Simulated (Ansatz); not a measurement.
Geometry optimisation, Ansatz 0.2.0, RKS PBE-D4/def2-SVP.

Input:

```yaml
crystal:
  periodic: [false, false, false]
  atoms:
    - { symbol: Si, position_ang: [0.350246, -0.088801, 0.913322] }
    - { symbol: Br, position_ang: [-1.018683, 0.418649, -2.384339] }
    - { symbol: O, position_ang: [0.77136, -1.354643, 0.127373] }
    - { symbol: H, position_ang: [-0.22343, -0.686612, -1.792975] }
    - { symbol: Cl, position_ang: [1.455791, 1.613682, 1.093561] }
    - { symbol: Cl, position_ang: [-1.335283, 0.097825, 2.043057] }
basis:
  gaussian: { orbitals: def2-SVP }
hamiltonian:
  xc: pbe
  dispersion: d4
relax:
  f_tol: 0.03
  max_steps: 50
output:
  orbitals: {}
```

Launched with:

```bash
$ ansatz run input.yaml --threads 2 --pin off --max-ram 3072MiB --backend cpu --events-out ev --progress --plain --runs-dir out
```

**Question.** Where does it end, and by what steps?

**Answer.** It converged. The force dipped under the threshold on the way, but the program's further checks kept it going. After 28 steps the energy has fallen by 2.547 eV; H4 moved furthest, 1.54 Å. Parted: Br2–H4 (1.48 → 3.33 Å). Joined: Si1–Br2 (3.61 → 2.22 Å), O3–H4 (2.26 → 0.97 Å).

```json
{"step": "0", "energy less start (eV)": "0.0000", "largest force component (eV/Å)": "0.593", "accepted": "yes"}
{"step": "1", "energy less start (eV)": "-0.0757", "largest force component (eV/Å)": "0.398", "accepted": "yes"}
{"step": "2", "energy less start (eV)": "-0.0911", "largest force component (eV/Å)": "0.581", "accepted": "yes"}
{"step": "3", "energy less start (eV)": "-0.1555", "largest force component (eV/Å)": "0.816", "accepted": "yes"}
{"step": "4", "energy less start (eV)": "-0.2411", "largest force component (eV/Å)": "1.074", "accepted": "yes"}
{"step": "5", "energy less start (eV)": "-0.5283", "largest force component (eV/Å)": "2.242", "accepted": "yes"}
{"step": "6", "energy less start (eV)": "-1.2755", "largest force component (eV/Å)": "2.344", "accepted": "yes"}
{"step": "7", "energy less start (eV)": "-1.5658", "largest force component (eV/Å)": "5.662", "accepted": "yes"}
{"step": "8", "energy less start (eV)": "-2.1415", "largest force component (eV/Å)": "1.461", "accepted": "yes"}
{"step": "9", "energy less start (eV)": "-2.3149", "largest force component (eV/Å)": "2.268", "accepted": "yes"}
{"step": "10", "energy less start (eV)": "-2.4738", "largest force component (eV/Å)": "1.183", "accepted": "yes"}
{"step": "11", "energy less start (eV)": "-2.4894", "largest force component (eV/Å)": "0.931", "accepted": "yes"}
{"step": "12", "energy less start (eV)": "-2.5349", "largest force component (eV/Å)": "0.134", "accepted": "yes"}
{"step": "13", "energy less start (eV)": "-2.5360", "largest force component (eV/Å)": "0.032", "accepted": "yes"}
{"step": "14", "energy less start (eV)": "-2.5362", "largest force component (eV/Å)": "0.018", "accepted": "yes"}
{"step": "15", "energy less start (eV)": "-2.5362", "largest force component (eV/Å)": "0.007", "accepted": "yes"}
{"step": "16", "energy less start (eV)": "-2.5363", "largest force component (eV/Å)": "0.089", "accepted": "yes"}
{"step": "17", "energy less start (eV)": "-2.5361", "largest force component (eV/Å)": "0.268", "accepted": "no"}
{"step": "18", "energy less start (eV)": "-2.5366", "largest force component (eV/Å)": "0.077", "accepted": "yes"}
{"step": "19", "energy less start (eV)": "-2.5368", "largest force component (eV/Å)": "0.163", "accepted": "yes"}
{"step": "20", "energy less start (eV)": "-2.5371", "largest force component (eV/Å)": "0.299", "accepted": "yes"}
{"step": "21", "energy less start (eV)": "-2.5385", "largest force component (eV/Å)": "0.245", "accepted": "yes"}
{"step": "22", "energy less start (eV)": "-2.5441", "largest force component (eV/Å)": "0.023", "accepted": "yes"}
{"step": "23", "energy less start (eV)": "-2.5445", "largest force component (eV/Å)": "0.079", "accepted": "yes"}
{"step": "24", "energy less start (eV)": "-2.5344", "largest force component (eV/Å)": "0.668", "accepted": "no"}
{"step": "25", "energy less start (eV)": "-2.5464", "largest force component (eV/Å)": "0.043", "accepted": "yes"}
{"step": "26", "energy less start (eV)": "-2.5473", "largest force component (eV/Å)": "0.051", "accepted": "yes"}
{"step": "27", "energy less start (eV)": "-2.5460", "largest force component (eV/Å)": "0.231", "accepted": "no"}
{"step": "28", "energy less start (eV)": "-2.5474", "largest force component (eV/Å)": "0.007", "accepted": "yes"}
```

```xyz
6
Properties=species:S:1:pos:R:3
Si -0.008 0.264 0.156
Br -1.102 1.191 -1.544
O 0.795 -1.101 -0.322
H 0.264 -1.760 -0.806
Cl 1.423 1.545 0.866
Cl -1.372 -0.139 1.650
```

Whether the end is a true minimum wasn't checked by a vibrational analysis.

The run took 100 s on 2 threads of Arm Neoverse N1 (shared host), peak memory 0.17 GiB.
